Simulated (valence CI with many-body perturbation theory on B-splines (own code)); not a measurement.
The numbers below are computed, except where a source is named.
# Energy levels of Sc VII

Method: configuration interaction combined with many-body perturbation theory (CI+MBPT): five valence electrons over a frozen Dirac-Fock core [Ne], radial functions for each j: 9 s, 9 p, 8 d, 6 f, 3 g, 1 h, with the one-electron correlation potential Σ1 (screened to all orders), the two-electron term Σ2, the three-electron term Σ3, Breit, model QED; selected single and double excitations, second order for the rest, scaled by the run's own slope (own B-spline code, finite nucleus).

No measured levels were compared; by estimate levels hold to about 100 cm⁻¹ or 0.05 % of their energy and the worst to 300 or 400 cm⁻¹, as in measured light ions of charge 2 to 7. Among the levels kept, up to 850 cm⁻¹ of a level comes from second order outside the variational space, and about a tenth of that is noise between levels of different J, which matters for small intervals.

Levels 1 to 45 of 48, with energies above the lowest level, 3s2.3p3 4S°_3/2. "Leading %" is the weight of the configuration and term that name the level; weights of strongly mixed levels are sums over their largest components and can fall short. In the jj column 3d3/2^4 stands for four electrons in 3d with j = 3/2.

```tsv
No.	Configuration	Term	J	E (cm⁻¹)	Leading %	Leading jj	Second component
1	3s2.3p3	4S°	3/2	0	96	3s^2 3p1/2 3p3/2^2 (52 %)	
2	3s2.3p3	2D°	3/2	29784	92	3s^2 3p1/2 3p3/2^2 (43 %)	
3	3s2.3p3	2D°	5/2	30461	96	3s^2 3p1/2 3p3/2^2 (96 %)	
4	3s2.3p3	2P°	1/2	49694	94	3s^2 3p1/2 3p3/2^2 (94 %)	
5	3s2.3p3	2P°	3/2	50606	91	3s^2 3p3/2^3 (64 %)	
6	3s.3p4	4P	5/2	175000	87	3s 3p1/2^2 3p3/2^2 (62 %)	10 % 3s2.3p2.3d 4P
7	3s.3p4	4P	3/2	177710	87	3s 3p1/2 3p3/2^3 (76 %)	10 % 3s2.3p2.3d 4P
8	3s.3p4	4P	1/2	179130	87	3s 3p3/2^4 (35 %)	10 % 3s2.3p2.3d 4P
9	3s.3p4	2D	3/2	217120	75	3s 3p1/2 3p3/2^3 (48 %)	21 % 3s2.3p2.3d 2D
10	3s.3p4	2D	5/2	217430	75	3s 3p1/2 3p3/2^3 (54 %)	21 % 3s2.3p2.3d 2D
11	3s2.3p2.3d	2P	3/2	250500	53	3s 3p1/2 3p3/2^3 (22 %)	42 % 3s.3p4 2P
12	3s2.3p2.3d	2P	1/2	253080	50	3s 3p1/2 3p3/2^3 (27 %)	40 % 3s.3p4 2P
13	3s.3p4	2S	1/2	262180	74	3s 3p1/2^2 3p3/2^2 (40 %)	17 % 3s2.3p2.3d 2S
14	3s2.3p2.3d	4F	3/2	276700	95	3s^2 3p1/2 3p3/2 3d3/2 (37 %)	
15	3s2.3p2.3d	4F	5/2	277710	95	3s^2 3p1/2 3p3/2 3d3/2 (57 %)	
16	3s2.3p2.3d	4F	7/2	279180	95	3s^2 3p1/2 3p3/2 3d5/2 (59 %)	
17	3s2.3p2.3d	4F	9/2	281110	96	3s^2 3p3/2^2 3d5/2 (58 %)	
18	3s2.3p2.3d	2F	5/2	286100	77	3s^2 3p1/2 3p3/2 3d3/2 (59 %)	18 % 3s2.3p2.3d 4D
19	3s2.3p2.3d	4D	7/2	287180	48	3s^2 3p1/2 3p3/2 3d5/2 (63 %)	47 % 3s2.3p2.3d 2F
20	3s2.3p2.3d	4D	1/2	287340	95	3s^2 3p1/2 3p3/2 3d3/2 (76 %)	
21	3s2.3p2.3d	4D	3/2	287670	95	3s^2 3p1/2 3p3/2 3d3/2 (34 %)	
22	3s2.3p2.3d	4D	5/2	288790	76	3s^2 3p1/2 3p3/2 3d5/2 (40 %)	19 % 3s2.3p2.3d 2F
23	3s2.3p2.3d	2F	7/2	291410	48	3s^2 3p3/2^2 3d5/2 (89 %)	46 % 3s2.3p2.3d 4D
24	3s2.3p2.3d	2G	7/2	318020	96	3s^2 3p1/2 3p3/2 3d3/2 (53 %)	
25	3s2.3p2.3d	2G	9/2	318570	96	3s^2 3p1/2 3p3/2 3d5/2 (58 %)	
26	3s2.3p2.3d	2P	3/2	329990	49	3s^2 3p1/2 3p3/2 3d5/2 (34 %)	44 % 3s.3p4 2P
27	3s2.3p2.3d	2P	1/2	333400	51	3s^2 3p3/2^2 3d5/2 (28 %)	42 % 3s.3p4 2P
28	3s2.3p2.3d	4P	5/2	335130	84	3s^2 3p1/2 3p3/2 3d5/2 (45 %)	10 % 3s.3p4 4P
29	3s2.3p2.3d	4P	3/2	336590	84	3s^2 3p1/2 3p3/2 3d3/2 (28 %)	10 % 3s.3p4 4P
30	3s2.3p2.3d	4P	1/2	337420	84	3s^2 3p3/2^2 3d3/2 (47 %)	10 % 3s.3p4 4P
31	3s2.3p2.3d	2D	3/2	342120	89	3s^2 3p1/2^2 3d3/2 (32 %)	
32	3s2.3p2.3d	2D	5/2	345690	89	3s^2 3p3/2^2 3d5/2 (60 %)	4 % 3s.3p4 2D
33	3s2.3p2.3d	2D	5/2	360840	79	3s^2 3p1/2 3p3/2 3d5/2 (42 %)	13 % 3s.3p4 2D
34	3s2.3p2.3d	2D	3/2	361360	77	3s^2 3p1/2 3p3/2 3d3/2 (34 %)	15 % 3s.3p4 2D
35	3s2.3p2.3d	2P	1/2	373370	80	3s^2 3p1/2 3p3/2 3d5/2 (64 %)	8 % 3s.3p4 2P
36	3s2.3p2.3d	2P	3/2	375320	86	3s^2 3p3/2^2 3d5/2 (46 %)	7 % 3s.3p4 2P
37	3s2.3p2.3d	2S	1/2	377030	70	3s^2 3p1/2 3p3/2 3d3/2 (30 %)	15 % 3s.3p4 2S
38	3s2.3p2.3d	2F	5/2	378650	91	3s^2 3p1/2 3p3/2 3d3/2 (29 %)	
39	3s2.3p2.3d	2F	7/2	379310	95	3s^2 3p1/2 3p3/2 3d5/2 (58 %)	
40	3s2.3p2.3d	2D	5/2	392980	88	3s^2 3p3/2^2 3d5/2 (49 %)	
41	3s2.3p2.3d	2D	3/2	394000	92	3s^2 3p3/2^2 3d3/2 (44 %)	
42	3s.3p3.3d	6D°	1/2	395980	99	3s 3p1/2 3p3/2^2 3d3/2 (53 %)	
43	3s.3p3.3d	6D°	3/2	396020	99	3s 3p1/2 3p3/2^2 3d3/2 (46 %)	
44	3s.3p3.3d	6D°	5/2	396100	99	3s 3p1/2 3p3/2^2 3d3/2 (36 %)	
45	3s.3p3.3d	6D°	7/2	396220	99	3s 3p1/2 3p3/2^2 3d5/2 (34 %)
```

Names give the largest LS component (configuration and term), which can be under half, so a name can repeat, a term be missing and a line seem to break the LS rules; names also repeat where a configuration has a term twice.

The ionisation energy to 3s2.3p2 3P_0 of the next ion comes out as 136.59 eV (NIST: 137.99 ± 0.25 eV (semi-empirical), further off than twice its uncertainty). All 48 levels together are meant to be complete up to 412350 cm⁻¹.
